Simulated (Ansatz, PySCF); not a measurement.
1,1-dibromo-2-chloroethene (C2HBr2Cl), SMILES C(=CCl)(Br)Br. Atoms are numbered in the order given.

```xyz
6

Cl     1.3732     2.4370     0.0000
C      1.3878     0.7129     0.0000
C      0.2875    -0.0524     0.0000
Br    -1.4668     0.6322     0.0000
Br     0.4564    -1.9404     0.0000
H      2.3817     0.2623     0.0000
```
Charge 0, spin multiplicity 1.

The structure is a stationary point at B3LYP-D3(BJ)/def2-SVP.

Two levels are set side by side: PBE-D3(BJ)/def2-SVP (Ansatz, a first-principles code) and B3LYP-D3(BJ)/def2-SVP (Ansatz). Each level has its own optimised geometry; the coordinates shown are those of the second. Frequencies come from the Hessian of PySCF at each geometry. Differences are taken from unrounded values.

| quantity | B3LYP-D3(BJ) |
|---|---|
| mean bond length (Å) | 1.587 |
| bond Cl1–C2 (Å) | 1.724 |
| bond C2–C3 (Å) | 1.340 |
| bond C3–Br4 (Å) | 1.883 |
| bond C3–Br5 (Å) | 1.896 |
| bond C2–H6 (Å) | 1.091 |
| highest harmonic wavenumber (cm⁻¹) | 3217 |
| mean harmonic wavenumber (cm⁻¹) | 859 |
| zero-point energy (kcal/mol) | 14.74 |

Q: What does PBE-D3(BJ) give, and how far is it from B3LYP-D3(BJ)? (An estimate is asked for; the answer gives what the named calculation found.)

A: 
```json
[
 {"quantity": "mean bond length (Å)", "PBE-D3(BJ)": "1.590", "PBE-D3(BJ) minus B3LYP-D3(BJ)": "0.003"},
 {"quantity": "bond Cl1–C2 (Å)", "PBE-D3(BJ)": "1.721", "PBE-D3(BJ) minus B3LYP-D3(BJ)": "-0.003"},
 {"quantity": "bond C2–C3 (Å)", "PBE-D3(BJ)": "1.352", "PBE-D3(BJ) minus B3LYP-D3(BJ)": "0.012"},
 {"quantity": "bond C3–Br4 (Å)", "PBE-D3(BJ)": "1.881", "PBE-D3(BJ) minus B3LYP-D3(BJ)": "-0.002"},
 {"quantity": "bond C3–Br5 (Å)", "PBE-D3(BJ)": "1.893", "PBE-D3(BJ) minus B3LYP-D3(BJ)": "-0.003"},
 {"quantity": "bond C2–H6 (Å)", "PBE-D3(BJ)": "1.100", "PBE-D3(BJ) minus B3LYP-D3(BJ)": "0.009"},
 {"quantity": "highest harmonic wavenumber (cm⁻¹)", "PBE-D3(BJ)": "3147", "PBE-D3(BJ) minus B3LYP-D3(BJ)": "-71"},
 {"quantity": "mean harmonic wavenumber (cm⁻¹)", "PBE-D3(BJ)": "835", "PBE-D3(BJ) minus B3LYP-D3(BJ)": "-25"},
 {"quantity": "zero-point energy (kcal/mol)", "PBE-D3(BJ)": "14.32", "PBE-D3(BJ) minus B3LYP-D3(BJ)": "-0.42"}
]
```
